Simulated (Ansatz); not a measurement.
`[F][Al]([F])[F]` and `N#[C][Al]([F])[F]` differ in one atom or group.

Ansatz, PBE0-D4/def2-TZVP geometries, multiplicity 1. 

| property | `[F][Al]([F])[F]` |
| --- | --- |
| HOMO energy (PBE0/def2-TZVPP) / eV | -11.72 |
| LUMO energy (PBE0/def2-TZVPP) / eV | -1.49 |
| size of the dipole moment (PBE/def2-TZVPP) / D | 0.00 |
| HOMO energy (B3LYP/def2-TZVPP) / eV | -11.42 |
| HOMO–LUMO gap (B3LYP/def2-TZVPP) / eV | 9.53 |
| size of the dipole moment (ωB97M-V/def2-TZVPP) / D | 0.00 |

Q: Give the same properties after the change, and the shifts. (Estimate.)

A: Ansatz gave: 
| property | `N#[C][Al]([F])[F]` | shift |
| --- | --- | --- |
| HOMO energy (PBE0/def2-TZVPP) / eV | -10.53 | 1.19 |
| LUMO energy (PBE0/def2-TZVPP) / eV | -2.03 | -0.54 |
| size of the dipole moment (PBE/def2-TZVPP) / D | 1.73 | 1.73 |
| HOMO energy (B3LYP/def2-TZVPP) / eV | -10.24 | 1.18 |
| HOMO–LUMO gap (B3LYP/def2-TZVPP) / eV | 7.94 | -1.59 |
| size of the dipole moment (ωB97M-V/def2-TZVPP) / D | 1.81 | 1.81 |

With PBE0 the HOMO rises by 1.19 eV and the LUMO falls by 0.54 eV, so the gap narrows by about 1.73 eV. PBE moves the HOMO by 0.64 eV and ωB97M-V by 1.39 eV.

B3LYP here is the variant with VWN-RPA as its local correlation; programs differ in this.
